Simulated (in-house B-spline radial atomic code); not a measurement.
A run on Nb³⁺ that did not converge. Method: scalar-relativistic (X2C) wB97X, spin-polarised, spherical fractional occupations, Fermi nucleus of rms radius 4.324 fm; computed with a B-spline radial code for spherical atoms.

Command:
```bash
python run_scf.py task.json out
```
Settings (nuclear radius in fm, mass in u):
```
Z                41
configuration    [Kr] 4d2
hamiltonian      x2c
method           wb97x
spin_polarised   True
nucleus          fermi
rms_radius       4.324
atomic_mass      92.90637
speed_of_light   137.035999084
```

First and last ten iterations of the last attempt (damped for 15 steps, keeping 80 % of the old Fock matrix, then DIIS):
```
 iter        energy (Eh)    residual
    1       -3812.848113    4.29e-01
    2       -3816.322017    2.16e-01
    3       -3816.978476    1.39e-01
    4       -3817.293679    9.69e-02
    5       -3817.444355    7.11e-02
    6       -3817.516368    5.23e-02
    7       -3817.550913    3.87e-02
    8       -3817.567605    2.87e-02
    9       -3817.575756    2.14e-02
   10       -3817.579791    1.60e-02
  111       -3817.584062    8.00e-06
  112       -3817.584062    2.16e-06
  113       -3817.584062    1.13e-06
  114       -3817.584061    1.53e-05
  115       -3817.584061    2.49e-05
  116       -3817.584062    1.78e-06
  117       -3817.584062    5.83e-06
  118       -3817.584062    1.47e-06
  119       -3817.584062    4.71e-06
  120       -3817.584062    4.07e-06
 not converged after 120 iterations
```

The smallest residual met was 8.8e-07; the threshold is about 4e-07. Over the last five steps the energy moves by less than 8e-08 hartree, but the orbitals didn't meet the threshold. Cost of the run: 13 s on 1 thread of Arm Neoverse V1, on a shared host.
